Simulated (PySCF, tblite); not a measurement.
C₇H₉ClN (charge +1).
Numbering: `[CH3:1][CH2:2][c:3]1[cH:4][cH:5][nH+:6][cH:7][c:8]1[Cl:9]` (hydrogens: H10, H11, H12 on C1; H13, H14 on C2; H15 on C4; H16 on C5; H17 on N6; H18 on C7)

Cartesian coordinates in Å at the PBE0-D3(BJ)/def2-SVP level; atoms count from 1:
```xyz
18
C7H9ClN angstrom
C      2.511    0.150    0.153
C      1.468   -0.158   -0.928
C      0.079   -0.070   -0.394
C     -0.680    1.103   -0.533
C     -1.953    1.195   -0.009
N     -2.471    0.141    0.645
C     -1.802   -1.010    0.820
C     -0.519   -1.140    0.313
Cl     0.303   -2.616    0.558
H      2.442   -0.556    0.993
H      2.392    1.170    0.546
H      3.519    0.066   -0.276
H      1.573    0.546   -1.766
H      1.634   -1.172   -1.323
H     -0.265    1.959   -1.068
H     -2.579    2.085   -0.095
H     -3.413    0.214    1.027
H     -2.303   -1.813    1.363
```

Jobs on this species (18 atoms, 74 electrons) with PySCF (density fitting) and tblite. Hardware of each: one thread, Intel Xeon 6975P-C (x86_64), shared host. Other jobs ran on the host; a repeat could differ by tens of per cent or more.

Problem. Rank these jobs by wall time, shortest first.
A. PBE0/pcSseg-1; shieldings, ring-centre shieldings, charges and field gradients; 205 basis functions
B. PBE0-D3(BJ)/def2-SVP, grid level 1; geometry optimisation from a GFN2-xTB start shaken at random; 175 basis functions
C. HF/pcSseg-1; shieldings, ring-centre shieldings; 205 basis functions
D. CAM-B3LYP/def2-SVPD; 10 singlets by full TDDFT, 4 Tamm–Dancoff triplets, polarisability, ΔSCF ions; 259 basis functions
E. GFN2-xTB; Hessian by finite differences

Solution. E (0.59 s), C (12 s), A (25 s), B (1.7 min), D (3.8 min).

All jobs:

```csv
level and settings,work,basis functions,SCF cycles,wall time
GFN2-xTB,Hessian by finite differences,–,–,0.59 s
HF/pcSseg-1,"shieldings, ring-centre shieldings",205,12,12 s
PBE0/pcSseg-1,"shieldings, ring-centre shieldings, charges and field gradients",205,14,25 s
"PBE0-D3(BJ)/def2-SVP, grid level 1",geometry optimisation from a GFN2-xTB start shaken at random,175,70,1.7 min
"delta-SCF UKS SCAN, pcX-2 on the ionised atom, pcseg-1 elsewhere, spin-free X2C","ΔSCF core ionisation, 10 holes",217,202,2.4 min
CAM-B3LYP/def2-SVPD,"10 singlets by full TDDFT, 4 Tamm–Dancoff triplets, polarisability, ΔSCF ions",259,13,3.8 min
```

Problem. What do all jobs in the table cost together?

Solution. About 8.5 min; the longest takes about 45 % of that, and about 390 times as long as the shortest.
